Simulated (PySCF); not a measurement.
**Static response to an electric field**

Compound: C3H4O3S2Si.
Cartesian coordinates in Å at the GFN2-xTB level; atoms count from 1:
```xyz
13
C3H4O3S2Si angstrom
O      3.0586    1.2041   -0.3368
C      2.8240    0.1145    0.0972
O      1.6334   -0.4125    0.2514
Si     0.1799    0.3257   -0.1248
O      0.4383    1.8005   -0.7125
S     -0.9289   -0.9204   -1.4514
C     -2.3154   -1.0740   -0.4007
C     -2.3799   -0.5705    0.8276
S     -1.0883    0.3253    1.5881
H      3.6045   -0.5901    0.4250
H      1.3499    2.1140   -0.7943
H     -3.1300   -1.6267   -0.8352
H     -3.2506   -0.6895    1.4486
```

Level: wB97X-D/def2-SVPD (PySCF), static field, nuclei fixed, core orbitals frozen in the response. The polarisability tensor in these axes (au):

```
x   113.34  12.50  -4.73
y    12.50  88.10   7.78
z    -4.73   7.78 102.01
```

Task: Give the principal values, the mean and the anisotropy Δα = √{½[(α1 − α2)² + (α2 − α3)² + (α1 − α3)²]}.

Result: Principal values 79.38, 105.45 and 118.63 au; mean 101.15 au = 14.99 Å³ = 16.68 × 10⁻⁴⁰ C²·m²/J; Δα = 34.60 au (34 % of the mean).

Task: What is the dipole moment, and where does it point?

Result: (0.00, -1.75, 0.71) D, 1.89 D in size, pointing from the negative to the positive side. Measured along this direction, the outermost atoms are H11 at the negative end and H12 and H13 at the positive end.

Task: Give the principal axes and the span of the nuclei along them.

Result: Largest value along (0.93, 0.36, -0.10), where the nuclei span 6.71 Å; middle along (-0.05, 0.38, 0.92), 3.29 Å; least along (-0.37, 0.85, -0.37), 3.62 Å. The strongest response lies along the longest span, while the other two are in reverse order.

Task: In a dilute gas of rigid molecules at 273 K, how does the orientational term μ²/3kT compare with the electronic polarisability?

Result: In Gaussian units μ²/3kT = 31.66 Å³ against 14.99 Å³, a ratio of 2.11; the Debye molar polarisation (4π/3)N_A(α + μ²/3kT) is 117.7 cm³/mol, leaving out the vibrational part.

Task: Give the eigenvalues of the traceless quadrupole moment Θ = ½Σq(3rr − r²1), origin at the centre of nuclear charge.

Result: -7.87, -3.06, 10.94 D·Å. The values depend on the origin, since the dipole doesn't vanish. The electronic extent ⟨r²⟩ about the same centre is 1733 bohr², a root-mean-square distance of 2.30 Å for the 92 electrons.

Task: Rayleigh depolarisation ratio (linearly polarised light, static tensor)?

Result: ρ = 3Δα²/(45ᾱ² + 4Δα²) = 3590.7/(460425 + 4787.6) = 0.00772.

Task: Molar refractivity from α?

Result: Lorentz–Lorenz: R = (4π/3)N_A α = 2.5225 cm³/(mol·Å³) × 14.99 Å³ = 37.8 cm³/mol, in the limit of long wavelengths.

Geometry: GFN2-xTB, one conformer, isolated molecule.

These values come from a run that also computed excited states. Hardware: Arm Neoverse N1, one thread, shared host. Cost: 1.9 min of wall time, 1.0 GiB resident at most.
